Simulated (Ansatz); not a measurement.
Ideal-gas functions of `OC1=N[SiH2]S1` at 500 K and 1 bar, from an Ansatz frequency run at PBE0-D4/def2-TZVP.

Molar mass 105.19 g/mol, point group Cs (symmetry number 1), electronic degeneracy 1, moments of inertia 89.628, 154.597, 238.229 u Å². Harmonic wavenumbers (cm⁻¹, unscaled): 172, 389, 461, 489, 521, 567, 648, 675, 684, 778, 890, 970, 1174, 1369, 1628, 2252, 2261, 3762.

Use S(trans) = R[1.5 ln M + 2.5 ln T − 1.1517]; rotational temperatures θ = 24.2544 K / I; S(rot) = R[ln(√π/σ · √(T³/θAθBθC)) + 1.5]; for each mode x = 1.438777 ν̃/T, S = R[x/(eˣ − 1) − ln(1 − e⁻ˣ)] and H = RT x/(eˣ − 1); 1 cm⁻¹ = 0.0119627 kJ/mol; R = 8.31446 J/(mol·K).

**Question.** By hand: the entropy, in J/(mol·K).

**Answer.** Translation 177.7. Rotation: θ = 0.2706, 0.1569, 0.1018 K, giving 117.4. Vibration, mode by mode: 14.25, 7.80, 6.55, 6.13, 5.68, 5.11, 4.24, 3.99, 3.91, 3.16, 2.45, 2.04, 1.28, 0.81, 0.44, 0.10, 0.09, 0.00, in all 68.0. Electronic 0.0. Sum 363.1 J/(mol·K).

**Question.** By hand: H − E and G − E in kJ/mol, counted from the electronic energy.

**Answer.** Zero-point energy ½ × 19690 × 0.0119627 = 117.8; thermal vibration 20.7; translation, rotation and pV give 4 RT = 16.6. H − E = 155.1 kJ/mol, and G − E = 155.1 − 500 × 363.1/1000 = -26.5 kJ/mol.

Vibration gives 19 % of the entropy. The sum counts one conformer and one mirror image; others add a mixing term.
